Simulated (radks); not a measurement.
The numbers below are computed, except where a source is named.
Excited configurations of Cr: one electron is placed in a higher orbital outside [Ar] 3d5. The ground configuration is [Ar] 3d5 4s1. Code: a radial shooting solver on a logarithmic mesh with Libxc functionals. Model: scalar-relativistic Kohn-Sham, PBE, spin-polarised, spherical densities, point nucleus; open shells are filled with parallel spins first. Excitation = E - E(ground); binding = E(ion) - E, where the ion is the core of charge +1; n* = 1/sqrt(2 binding) in atomic units, and the quantum defect is n - n*.

[
 {"outer orbital": "6s", "excitation (eV)": "6.041", "binding (eV)": "1.354", "n*": "3.169", "quantum defect": "2.831", "eigenvalue (eV)": "-0.860", "<r> (bohr)": "16.68"},
 {"outer orbital": "6p", "excitation (eV)": "6.318", "binding (eV)": "1.078", "n*": "3.553", "quantum defect": "2.447", "eigenvalue (eV)": "-0.688", "<r> (bohr)": "20.15"},
 {"outer orbital": "7s", "excitation (eV)": "6.537", "binding (eV)": "0.859", "n*": "3.980", "quantum defect": "3.020", "eigenvalue (eV)": "-0.571", "<r> (bohr)": "26.88"}
]

The Delta-SCF ionisation energy is 7.396 eV (NIST Atomic Spectra Database: 6.767 eV, measured). Self-interaction in the functional shifts the binding energies and quantum defects, so they are the method's values and not measured ones. Open shells are spherical and high-spin; term and fine-structure splittings are not resolved.
